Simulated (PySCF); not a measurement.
Mg(OH)(NH2) (H₃MgNO), SMILES [OH][Mg][NH2].

The structure is a stationary point at TPSSh-D3(BJ)/def2-TZVP. The values are those of a single conformer.

All values below come from PySCF with ωB97X/def2-TZVPD.

Symmetry labels are those of the subgroup Cs that the program uses (full group Cs).

Computed valence orbital energies around the gap with their symmetry:
| orbital | symmetry | energy (eV) |
|---|---|---|
| HOMO−7 | A' | -28.27 |
| HOMO−6 | A' | -24.68 |
| HOMO−5 | A' | -15.15 |
| HOMO−4 | A" | -14.75 |
| HOMO−3 | A' | -12.18 |
| HOMO−2 | A' | -10.57 |
| HOMO−1 | A" | -10.47 |
| HOMO | A' | -8.84 |
| LUMO | A' | 0.65 |
| LUMO+1 | A" | 1.47 |
| LUMO+2 | A' | 1.67 |
| LUMO+3 | A' | 1.81 |
